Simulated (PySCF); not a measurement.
Computed IR spectrum (relative IR intensity) of a molecule CH5ClO2Si. Coordinates come from a PBE-D3(BJ)/def2-SVP optimisation. One conformer was computed; it need not be the lowest. Level of theory: PBE-D3(BJ)/def2-SVP run with PySCF. Frequencies are harmonic and unscaled.

Lines under 2 % of the strongest are left out, and lines within 2 cm⁻¹ are merged.

```tsv
ν (cm⁻¹)	relative intensity
92	20
188	14
198	4.9
242	6.4
257	10
290	15
350	17
489	26
693	16
739	18
751	8.8
804	58
825	100
898	37
943	51
1228	13
3763	28
3772	30
```

Problem. Identify the compound among the candidates.
A) C[Si](O)(O)Cl
B) CO[Si@H](O)Cl
C) OC[Si@@H](O)Cl

Solution. A, C[Si](O)(O)Cl
